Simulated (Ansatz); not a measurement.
Reaction (substitution at a C–Si bond): `OC[SiH2]Cl` + `C1N[SiH2]O1` → `OCN1CO[SiH2]1` + `[SiH3]Cl`

Calculated with Ansatz (gas phase, PBE0-D4/def2-TZVP geometries, no zero-point term in ΔE). CCSD(T)/CBS is the MP2 limit (def2-TZVPP, def2-QZVPP) plus CCSD(T) − MP2 in def2-TZVPP, frozen cores. This one scheme is used for every species. DFT in def2-TZVPP. Each species was taken in one conformer, which may not be the lowest.

**Question.** Is it downhill or uphill in electronic energy at CCSD(T)/CBS, and by how much? (Estimate.)

**Answer.** Ansatz gave: Uphill: ΔE = +0.21 eV.

**Question.** What do these levels give: r2SCAN-D4, PBE0, HF/def2-TZVPP, MP2/def2-TZVPP, CCSD(T)/def2-TZVPP, SCS-MP2/def2-QZVPP? (An estimate is asked.)

**Answer.** Computed: r2SCAN-D4 0.21, PBE0 0.20, HF/def2-TZVPP 0.08, MP2/def2-TZVPP 0.17, CCSD(T)/def2-TZVPP 0.16, SCS-MP2/def2-QZVPP 0.17 eV.

Largest T1 diagnostic among the species: 0.011.

In def2-TZVPP, CCSD(T) changes the Hartree–Fock value by +0.08 eV (the triples alone add +0.00 eV) and MP2 by +0.09 eV.
